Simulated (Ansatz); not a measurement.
BCl3H2O, SMILES `[OH2+][B-](Cl)(Cl)Cl`, relaxed with RKS PBE-D4/def2-SVP in Ansatz 0.2.0 from a rough embedded geometry. The force threshold is 0.03 eV/Å; the program also tests the step.

Charge 0, multiplicity 1.

Start:

```xyz
7

O    -0.470    0.370    0.863
B     0.007   -0.063   -0.461
Cl   -1.265   -1.180   -1.168
Cl    0.204    1.306   -1.582
Cl    1.633   -0.985   -0.355
H    -0.432   -0.383    1.469
H     0.324    0.936    1.233
```

(1) How much energy does the relaxation release, and in how many steps? (An estimate is asked.)

(2) Which bonds change most? (An estimate is asked.)

(3) Give the relaxed structure. (Estimate.)

Results:

(1) Ansatz gave: 0.64 eV, in 19 steps, 2 of them rejected.

(2) Computed: O1–B2 from 1.473 to 1.687 Å; O1–H7 from 1.043 to 0.987 Å; B2–Cl5 from 1.872 to 1.838 Å; O1–H6 from 0.967 to 0.987 Å.

(3) The calculation gave: 
```xyz
7

O    -0.257    0.537    0.917
B     0.110   -0.048   -0.623
Cl   -1.199   -1.318   -0.844
Cl    0.021    1.361   -1.733
Cl    1.790   -0.741   -0.352
H    -0.997   -0.053    1.195
H     0.533    0.262    1.441
```
